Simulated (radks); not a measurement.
Effect of the nuclear size on the thulium ion Tm3+, [Xe] 4f12. All-electron calculation, Dirac Kohn-Sham, PBE, spin-unpolarised, spherical densities, finite nucleus; open shells are shared between the two j in proportion to 2j + 1; Fermi nuclear charge, rms radius 5.2256 fm. Program: a radial shooting solver on a logarithmic mesh with Libxc functionals. The rms radius is varied about that value; shifts are against it.

rms radius (fm),total energy shift (eV),density at nucleus (e/bohr^3),1s1/2 shift (meV),2s1/2 shift (meV),4p1/2 shift (meV),5s1/2 shift (meV),5p1/2 shift (meV),4f7/2 shift (meV),6s1/2 (empty) shift (meV)
4.2066,-12.5,1.013e+06,-5110,-688,0.136,-5.83,0.159,0.705,-0.983
4.7396,-6.20,9.777e+05,-2530,-341,0.067,-2.89,0.079,0.350,-0.488
5.2256,0,9.497e+05,0.000,0.000,0.000,0.000,0.000,0.000,0.000
5.675,6.10,9.266e+05,2500,336,-0.064,2.85,-0.078,-0.344,0.480
6.1453,12.9,9.048e+05,5260,709,-0.134,6.00,-0.163,-0.726,1.01

Slopes of the eigenvalues against <r^2> in GHz/fm^2, as finite differences over the two radii next to the reference (eigenvalue slopes, not the field-shift constants of lines): 1s1/2 125000, 2s1/2 16800, 4p1/2 -3.25, 5s1/2 142, 5p1/2 -3.88, 4f7/2 -17.2, 6s1/2 (empty) 24.0.
